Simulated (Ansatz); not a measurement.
Species: InI, charge 0, triplet. This triplet is an excited state, 2.9 eV above the singlet at CCSD(T)/def2-QZVPP (Ansatz, an electronic-structure program). InI (SMILES [I][In], triplet).
B3LYP-D3(BJ)/def2-TZVP minimum from Ansatz:
```
In
I 1 2.8002
```
Charge 0, spin multiplicity 3.

Total energies in def2-QZVPP, 10 correlated electrons, 18 frozen orbitals. Radicals and triplets start from unrestricted determinants; spin-orbit coupling is neglected. Correlated methods leave the cores frozen (noble-gas shells, and filled d and f shells in the p block). Past Kr the def2 sets carry scalar-relativistic core potentials. Spin-orbit terms, left out, reach several kcal/mol for Br and I, and more for heavier atoms. The spin of IIn ([In][I], triplet) was assumed, and the state is the lowest solution found for it.

```json
[
 {"method": "HF", "program": "Ansatz", "energy (Eh)": "-485.88050", "minus CCSDT(Q) (mEh)": "213.65"},
 {"method": "MP2", "program": "Ansatz", "energy (Eh)": "-486.06272", "minus CCSDT(Q) (mEh)": "31.43"},
 {"method": "CCSD", "program": "Ansatz", "energy (Eh)": "-486.08266", "minus CCSDT(Q) (mEh)": "11.49"},
 {"method": "CCSD(T)", "program": "Ansatz", "energy (Eh)": "-486.09271", "minus CCSDT(Q) (mEh)": "1.44"},
 {"method": "CCSDT(Q)", "program": "Ansatz", "energy (Eh)": "-486.09415", "minus CCSDT(Q) (mEh)": "0.00"}
]
```

Rough core times of Ansatz's runs on a shared machine: CCSD(T) 4 min, CCSDT(Q) 2 h.
